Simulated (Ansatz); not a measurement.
**Which is lower?**

The two ends of one reaction step of BH7O4, closed shell (PBE0-D4/def2-TZVP).

A:

B1  (-0.400, 0.706, -1.043)
H2  (0.566, 1.401, -0.962)
O3  (-0.211, -0.634, -1.280)
O4  (-1.675, 1.179, -1.066)
H5  (0.536, -0.119, 1.531)
O6  (-0.101, 0.614, 1.607)
H7  (1.026, -1.389, -0.070)
O8  (1.463, -1.551, 0.783)
H9  (-1.051, -1.098, -1.368)
H10  (-1.725, 2.114, -0.863)
H11  (-0.833, 0.259, 2.115)
H12  (2.405, -1.482, 0.616)
(Å)

B:

B1  (-1.622, 0.258, 0.136)
H2  (3.624, -1.271, -1.766)
O3  (-2.984, 0.194, 0.041)
O4  (-0.922, 1.295, -0.379)
H5  (0.965, -0.386, 0.689)
O6  (-0.967, -0.773, 0.783)
H7  (3.147, -0.896, -1.329)
O8  (1.572, 0.283, 0.337)
H9  (-3.345, 0.948, -0.431)
H10  (0.037, 1.189, -0.252)
H11  (-1.573, -1.454, 1.082)
H12  (2.069, 0.614, 1.089)
(Å)

Computed with Ansatz 0.2.0 (basis: def2-TZVPP); correlated methods freeze the cores. B3LYP uses VWN-RPA correlation.

Question: Which structure is lower at CCSD(T), and by how much? (To be estimated.)

Answer: By the calculation: B, by 0.896 eV (electronic energy, against the other). By their contacts, A is a complex of BH₃O₂ ([OH][BH][OH]) + H₂O + H₂O and B is a complex of BH₃O₃ ([OH][B]([OH])[OH]) + H₂O + H₂.

All methods give the same order:

| method | E(B) − E(A) (eV) |
| --- | --- |
| SPW92 | -0.880 |
| PBE-D4 | -0.860 |
| BLYP-D4 | -0.890 |
| r2SCAN-D4 | -0.940 |
| B97M-V | -0.947 |
| PBE0-D4 | -0.882 |
| B3LYP-D4 | -0.901 |
| r2SCAN0-D4 | -0.941 |
| BHLYP-D4 | -0.918 |
| CAM-B3LYP-D4 | -0.910 |
| wB97X-V | -0.883 |
| wB97M-V | -0.895 |
| B2PLYP | -0.911 |
| PBE-QIDH | -0.916 |
| RPA on PBE | -0.878 |
| HF | -0.963 |
| MP2 | -0.919 |
| CCSD | -0.894 |
| CCSD(T) | -0.896 |

T1 diagnostic: at most 0.012.

Labels in which every atom is bracketed show which atoms are joined, not bond orders.

For scale, one of the runs: CCSD(T)/def2-TZVPP, 253 basis functions, launched by `ansatz run in.yaml --threads 8 --pin off --events-out ev --progress --plain --max-ram 19148MiB`. Time: 98 s of wall clock on 8 CPU threads of an AMD EPYC 7R13; the host was shared. Peak host memory: 6.2 GiB.
